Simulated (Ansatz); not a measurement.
Frontier orbitals of CH7BSi2, SMILES `B[SiH]1C[SiH2]1`.

```xyz
11

B    -0.287   -1.599    0.178
Si   -1.295    0.020    0.434
C     0.001    1.362    0.550
Si    0.859    0.096   -0.599
H     0.554   -1.902    0.982
H    -0.807   -2.465   -0.463
H    -2.352    0.432   -0.543
H     0.524    1.422    1.503
H    -0.236    2.349    0.162
H     0.797    0.512   -2.021
H     2.241   -0.229   -0.183
```

The species carries charge 0 and has multiplicity 1. All single points use the PBE0-D4/def2-TZVP geometry. Basis def2-TZVPP, Ansatz 0.2.0.

```csv
functional,HOMO (eV),LUMO (eV),gap (eV)
PBE,-6.15,-3.10,3.05
PBE0,-7.06,-2.35,4.71
ωB97M-V,-8.99,-0.53,8.46
```

Against PBE, PBE0 changes HOMO and LUMO by −0.90 and +0.76 eV, ωB97M-V by −2.83 and +2.57 eV. A gap of 3.05 eV thus becomes 8.46 eV for the same molecule, so an orbital gap means little without its functional.
